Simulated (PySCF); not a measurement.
Gas-phase reaction: GeCl3 + 2 GeH4 + H → 3 GeH3Cl

Computed with PySCF and rigid-rotor harmonic-oscillator thermochemistry at 1 bar. † marks an energy on the PBE0/def2-TZVP geometry and frequencies; other levels use their own. MP2 freezes the core. 6-31G* has spherical d functions here. Open shells (unrestricted): GeCl3 (multiplicity 2), H (multiplicity 2); the rest are closed-shell singlets. Ge: all electrons, no relativistic terms. GeCl3: computed as isolated molecules; such fragments, hydroxides, amides, oligomers or adducts are transient or little studied in the gas. MP2 isn't extrapolated to the basis-set limit.

```json
[
 {"level": "BLYP/def2-TZVP†", "ΔH°(298 K), kJ": "___"},
 {"level": "HF/6-31G*", "ΔH°(298 K), kJ": "-278"},
 {"level": "MP2/def2-TZVPP†", "ΔH°(298 K), kJ": "-326"},
 {"level": "PBE/def2-SVP", "ΔH°(298 K), kJ": "___"},
 {"level": "ωB97X-V/def2-TZVP†", "ΔH°(298 K), kJ": "-336"}
]
```

**Question.** Complete the blanks.

**Answer.** 
- BLYP/def2-TZVP†, ΔH°(298 K), kJ: -296
- PBE/def2-SVP, ΔH°(298 K), kJ: -290
